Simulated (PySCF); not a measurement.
## How methods differ on the excitation energy of Cu²⁺

Cu²⁺ [Ar] 3d9 (2D) → Cu²⁺ [Ar] 3d8 4s1 (4F), as a difference of total energies. All numbers are calculated (PySCF 2.14, scalar relativity by spin-free X2C-1e, in aug-cc-pVDZ-DK (7s6p4d2f, 59 functions)). Correlated levels: valence: [Ar] frozen. The calculations carry no spin-orbit coupling.

```json
{"method": "UHF", "excitation energy (eV)": "5.956"}
{"method": "MP2 (valence)", "excitation energy (eV)": "7.776"}
{"method": "SCS-MP2 (valence)", "excitation energy (eV)": "7.708"}
{"method": "CCSD (valence)", "excitation energy (eV)": "7.345"}
{"method": "CCSD(T) (valence)", "excitation energy (eV)": "7.380"}
```

How much does correlation contribute at CCSD(T) (valence)?

7.380 − (5.956) = 1.424 eV, measured against UHF.
